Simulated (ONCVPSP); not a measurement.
**PBE ONCV dataset for Rb (Z = 37), scalar-relativistic all-electron reference.**

ONCVPSP 4.0.1 was run on this input:

```
# ATOM AND REFERENCE CONFIGURATION
# atsym  z   nc   nv     iexc    psfile
  Rb 37.00    6    3        4      upf
#
#   n    l    f
    1    0    2.00
    2    0    2.00
    2    1    6.00
    3    0    2.00
    3    1    6.00
    3    2   10.00
    4    0    2.00
    4    1    6.00
    5    0    1.00
#
# PSEUDOPOTENTIAL AND OPTIMIZATION
# lmax
    2
#
#   l,   rc,      ep,       ncon, nbas, qcut
    0    2.60    0.00    4    8    4.20
    1    2.05    0.00    3    7    5.50
    2    2.65    0.41    3    6    3.20
#
# LOCAL POTENTIAL
# lloc, lpopt,  rc(5),   dvloc0
    4    4    1.70    0.00
#
# VANDERBILT-KLEINMAN-BYLANDER PROJECTORs
# l, nproj, debl
    0    2    1.10
    1    2    2.60
    2    1    2.80
#
# MODEL CORE CHARGE
# icmod, fcfact, rcfact
    1    0.20    0.00
#
# LOG DERIVATIVE ANALYSIS
# epsh1, epsh2, depsh
   -3.00    5.00    0.02
#
# OUTPUT GRID
# rlmax, drl
    6.00    0.01
#
# TEST CONFIGURATIONS
# ncnf
    4
# nvcnf
#   n    l    f
    3
    4    0    2.00
    4    1    6.00
    5    0    0.00
#
    3
    4    0    2.00
    4    1    6.00
    5    0    0.50
#
    4
    4    0    2.00
    4    1    6.00
    5    0    0.00
    5    1    1.00
#
    3
    4    0    1.00
    4    1    6.00
    5    0    1.00
#
```

Command:

```bash
oncvpsp.x < Rb.dat > Rb.out
```

Output (shortened: citation, most of the input echo, consistency checks and plot data are left out):

```
ONCVPSP  (Optimized Norm-Conservinng Vanderbilt PSeudopotential)
scalar-relativistic version 4.0.1

#   n    l    f        energy (Ha)
    1    0    2.00    -5.5248264E+02
    2    0    2.00    -7.3801351E+01
    2    1    6.00    -6.5422763E+01
    3    0    2.00    -1.0951336E+01
    3    1    6.00    -8.2640281E+00
    3    2   10.00    -3.8205859E+00
    4    0    2.00    -1.1720689E+00
    4    1    6.00    -5.8667428E-01
    5    0    1.00    -8.2006474E-02

Reference configufation results
  iterations    26
  all-electron total energy (Ha)   -2.98119643D+03

Begin loop to  construct optimized pseudo wave functions
and semi-local pseudopoentials for all angular momenta

Calculating optimized projector #   1

 for l=   0

    Fraction of norm inside rc  0.968535
    Optimizing pswf for qcut=   4.20 a_B^-1,  ecut=   8.84 Ha
    Residual kinetic energy error=  5.34D-06 Ha

    Energy error per electron        Cutoff
         Ha          eV             Ha
         0.01000     0.27211        2.31
         0.00100     0.02721        3.53
         0.00010     0.00272        6.60
         0.00001     0.00027        8.71

Calculating optimized projector #   2

 for l=   0

    Fraction of norm inside rc  0.051475
    Optimizing pswf for qcut=   4.20 a_B^-1,  ecut=   8.84 Ha
    Residual kinetic energy error=  8.51D-06 Ha

    Energy error per electron        Cutoff
         Ha          eV             Ha
         0.01000     0.27211        1.56
         0.00100     0.02721        2.67
         0.00010     0.00272        6.43
         0.00001     0.00027        9.06

   Wellstate for l =  1  n =  6
     eigenvalue =   2.0133
     asymptotic potential =   2.5133
     half-point radius =  3.7316

Calculating optimized projector #   1

 for l=   1

    Fraction of norm inside rc  0.735762
    Optimizing pswf for qcut=   5.49 a_B^-1,  ecut=  15.08 Ha
    Residual kinetic energy error=  3.26D-06 Ha

    Energy error per electron        Cutoff
         Ha          eV             Ha
         0.01000     0.27211        4.81
         0.00100     0.02721        6.42
         0.00010     0.00272        7.97
         0.00001     0.00027       13.43

Calculating optimized projector #   2

 for l=   1

    Fraction of norm inside rc  0.138387
    Optimizing pswf for qcut=   5.49 a_B^-1,  ecut=  15.08 Ha
    Residual kinetic energy error=  6.12D-05 Ha

    Energy error per electron        Cutoff
         Ha          eV             Ha
         0.01000     0.27211        5.60
         0.00100     0.02721        7.19
         0.00010     0.00272       13.69
         0.00001     0.00027       43.76

   Wellstate for l =  2  n =  5
     eigenvalue =   0.4100
     asymptotic potential =   0.9100
     half-point radius =  6.6383

Calculating optimized projector #   1

 for l=   2

    Fraction of norm inside rc  0.280308
    Optimizing pswf for qcut=   3.19 a_B^-1,  ecut=   5.10 Ha
    Residual kinetic energy error=  4.73D-03 Ha

    Energy error per electron        Cutoff
         Ha          eV             Ha
         0.01000     0.27211        4.52
         0.00100     0.02721       10.77
         0.00010     0.00272       20.35
         0.00001     0.00027       39.69

Construct Vanderbilt / Kleinmman-Bylander projectors

B matrix Hermiticity error, ll=   0
   1   2    4.2491E-05

  Orthonormal projector coefficients  2.4365E+00  6.0353E-01

B matrix Hermiticity error, ll=   1
   1   2   -1.9255E-04

  Orthonormal projector coefficients  1.8420E+00  3.8416E-01

Model core correction analysis
  based on d2Exc/dn_idn_j

d2excae - all-electron derivatives

   -3.113039D-02   -2.615274D-02   -1.130037D-03
   -2.617496D-02   -2.459812D-02   -1.036788D-03
   -1.179439D-03   -1.126801D-03   -1.739491D-04

d2excps - pseudofunction derivatives with no core correction

   -4.090685D-02   -2.816936D-02   -1.808180D-03
   -2.819214D-02   -2.633770D-02   -1.179114D-03
   -1.858754D-03   -1.270021D-03   -2.141397D-04

rms 2nd derivative error    3.459365E-03

Polynomial model core charge

d2excps - pseudofunction derivatives with core correction

   -2.708941D-02   -2.371162D-02   -9.955654D-04
   -2.373349D-02   -2.470814D-02   -9.101217D-04
   -1.044938D-03   -1.000115D-03   -1.668584D-04

rms 2nd derivative error    1.774190E-03

Pseudoatom total energy  -24.600554

Diagnostic tests using Vanderbilt-Kleinman-Bylander pseudopotentials
  1 or more projectors used as specified by nproj input data

   l    rcore       rmatch      e in        delta e   norm test  slope test

   0   2.6005252   2.6794828  -1.1720689   0.0000005   1.0000809   1.0000742
   0   2.6005252   2.6794828  -0.0820065   0.0000003   1.0000108   1.0000087

   1   2.0593958   2.1219235  -0.5866743   0.0000065   1.0000555   1.0000795
   1   2.0593958   2.1219235   2.0133257   0.0000988   1.0001650   1.0001650

   2   2.6635018   2.7443714   0.4100000  -0.0000657   0.9999284   0.9999284

 Testing for bound ghosts
   n   l    E NL Schr. Eq   E Basis Diag.   E Cutoff

   1   0       -1.172068       -1.172068     39.14
   2   0       -0.082006       -0.053298     39.14

   2   1       -0.586668       -0.586486     52.46

       2                     -122.291704     17.78  WARNING - GHOST(-)

 Testing for highly-localized positive-energy ghosts
       l    <radius>/rc     E Basis Diag.   E Cutoff

Test configuration 0

   n   l     f        eae           eps        diff
   1   0  2.0000 -552.48263653
   2   0  2.0000  -73.80135132
   2   1  6.0000  -65.42276314
   3   0  2.0000  -10.95133622
   3   1  6.0000   -8.26402806
   3   2 10.0000   -3.82058588
   4   0  2.0000   -1.17206890   -1.17206843    4.78D-07
   4   1  6.0000   -0.58667428   -0.58666781    6.48D-06
   5   0  1.0000   -0.08200647   -0.08200615    3.28D-07

    Total energies and differences
      AE_ref= -2.98119643D+03  AE_tst= -2.98119643D+03  dif=  0.00D+00
      PS_ref= -2.46005540D+01  PS_tst= -2.46005540D+01  dif= -2.84D-14
      PSP excitation error=  2.84D-14

Test configuration 1

   n   l     f        eae           eps        diff
   1   0  2.0000 -552.69541296
   2   0  2.0000  -74.01395381
   2   1  6.0000  -65.63535569
   3   0  2.0000  -11.16379316
   3   1  6.0000   -8.47646182
   3   2 10.0000   -4.03298005
   4   0  2.0000   -1.38291274   -1.38341427   -5.02D-04
   4   1  6.0000   -0.79564317   -0.79569270   -4.95D-05

    Total energies and differences
      AE_ref= -2.98119643D+03  AE_tst= -2.98104379D+03  dif=  1.53D-01
      PS_ref= -2.46005540D+01  PS_tst= -2.44478973D+01  dif=  1.53D-01
      PSP excitation error= -1.74D-05

Test configuration 2

   n   l     f        eae           eps        diff
   1   0  2.0000 -552.58119750
   2   0  2.0000  -73.89984079
   2   1  6.0000  -65.52125044
   3   0  2.0000  -11.04976564
   3   1  6.0000   -8.36244902
   3   2 10.0000   -3.91899164
   4   0  2.0000   -1.26989415   -1.27007268   -1.79D-04
   4   1  6.0000   -0.68387366   -0.68388187   -8.21D-06
   5   0  0.5000   -0.15144507   -0.15145273   -7.66D-06

    Total energies and differences
      AE_ref= -2.98119643D+03  AE_tst= -2.98113843D+03  dif=  5.80D-02
      PS_ref= -2.46005540D+01  PS_tst= -2.45425481D+01  dif=  5.80D-02
      PSP excitation error= -3.86D-06

Test configuration 3

   n   l     f        eae           eps        diff
   1   0  2.0000 -552.53605803
   2   0  2.0000  -73.85480499
   2   1  6.0000  -65.47618022
   3   0  2.0000  -11.00483281
   3   1  6.0000   -8.31750768
   3   2 10.0000   -3.87404476
   4   0  2.0000   -1.22503475   -1.22543888   -4.04D-04
   4   1  6.0000   -0.63853642   -0.63856860   -3.22D-05
   5   1  1.0000   -0.04943380   -0.04943563   -1.82D-06

    Total energies and differences
      AE_ref= -2.98119643D+03  AE_tst= -2.98114058D+03  dif=  5.59D-02
      PS_ref= -2.46005540D+01  PS_tst= -2.45446921D+01  dif=  5.59D-02
      PSP excitation error= -4.27D-06

Test configuration 4

   n   l     f        eae           eps        diff
   1   0  2.0000 -553.01170981
   2   0  2.0000  -74.32382886
   2   1  6.0000  -65.94554377
   3   0  2.0000  -11.46861782
   3   1  6.0000   -8.78083949
   3   2 10.0000   -4.33608565
   4   0  1.0000   -1.61245916   -1.63199014   -1.95D-02
   4   1  6.0000   -1.00026652   -1.00471295   -4.45D-03
   5   0  1.0000   -0.29902345   -0.30006656   -1.04D-03

    Total energies and differences
      AE_ref= -2.98119643D+03  AE_tst= -2.97980969D+03  dif=  1.39D+00
      PS_ref= -2.46005540D+01  PS_tst= -2.32046105D+01  dif=  1.40D+00
      PSP excitation error= -9.20D-03
```

Note: ghosts flagged at negative energy: d at -3327.7 eV; no localised positive-energy state flagged. A true bound ghost makes a file unfit for plane-wave use.

The run took about 4.6 s on one core of a shared server CPU.
